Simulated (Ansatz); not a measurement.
`C[O][Mo](=[NH])(=[NH])[F]` + CH₄ → `[CH3][Mo](=[NH])(=[NH])[F]` + CH₃OH  (formal exchange of groups at a Mo–O bond)

Gas-phase electronic energies from Ansatz, PBE0-D4/def2-TZVP geometries. CBS: MP2 limit from def2 TZ/QZ plus the TZ coupled-cluster correction, frozen cores. This one scheme is used for every species. DFT in def2-TZVPP. B3LYP here is the variant with VWN-RPA as its local correlation; programs differ in this. HSE06 is defined as in plane-wave codes. def2 core potentials past Kr. For Mo outer-core shells are correlated without core-valence functions, which leaves a few kJ/mol of doubt a bond. One conformer a species, not always the lowest.

Problem. Is it downhill or uphill in electronic energy at CCSD(T)/CBS, and by how much? (Best estimate.)

Solution. The calculation gave: Uphill: ΔE = +24.3 kcal/mol.

Problem. What do these levels give: r2SCAN-D4, HSE06-D4, ωB97X-V, ωB97M-V, BLYP, B3LYP, HF/def2-SVP, HF/def2-TZVPP, HF/def2-QZVPP, HF/CBS(def2), MP2/CBS(def2), CCSD/CBS(def2)? (An estimate is asked.)

Solution. Ansatz gave: r2SCAN-D4 28.5, HSE06-D4 25.4, ωB97X-V 26.4, ωB97M-V 25.2, BLYP 28.7, B3LYP 27.4, HF/def2-SVP 27.0, HF/def2-TZVPP 25.1, HF/def2-QZVPP 25.1, HF/CBS(def2) 25.1, MP2/CBS(def2) 25.4, CCSD/CBS(def2) 23.2 kcal/mol.

Largest T1 diagnostic among the species: 0.022, so the coupled-cluster value is less sure than usual.

At CCSD(T), def2-SVP lies +4.5 kcal/mol from the extrapolated value and def2-TZVPP +0.6 kcal/mol. From PBE to PBE0 (25 % exact exchange), in def2-TZVPP and without D4, ΔE moves by −1.7 kcal/mol.
